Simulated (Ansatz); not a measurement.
`C[N](C)[SbH][SiH3]` from Hartree–Fock to CCSD(T)

Cartesian coordinates in Å:
```
C -1.208 -1.778 -0.724
N -0.350 -0.767 -0.145
C 0.889 -0.637 -0.873
Sb -1.327 0.940 0.406
Si 0.601 1.931 1.802
H -1.472 -1.585 -1.778
H -2.136 -1.870 -0.155
H -0.702 -2.751 -0.689
H 1.559 0.067 -0.378
H 1.397 -1.609 -0.912
H 0.751 -0.295 -1.913
H -0.882 1.919 -0.946
H 0.746 1.151 3.059
H 0.226 3.330 2.149
H 1.910 1.953 1.096
```

Charge 0, multiplicity 1. Correlated methods include outer-core shells of Sb, which these sets cover unevenly. Sb: def2 effective core potential. All single points use the PBE0-D4/def2-TZVP geometry. It is one conformer, not always the lowest. Frozen core, restricted reference, the Gaussian-basis code of Ansatz.

| basis | HF (Eh) | MP2 corr. | CCSD corr. | (T) | CCSD(T) total |
| --- | --- | --- | --- | --- | --- |
| def2-SVP | -663.96600 | -0.68736 | -0.76140 | -0.02325 | -664.75065 |
| def2-TZVPP | -664.23155 | -1.05588 | – | – | – |
| def2-QZVPP | -664.24951 | -1.34195 | – | – | – |
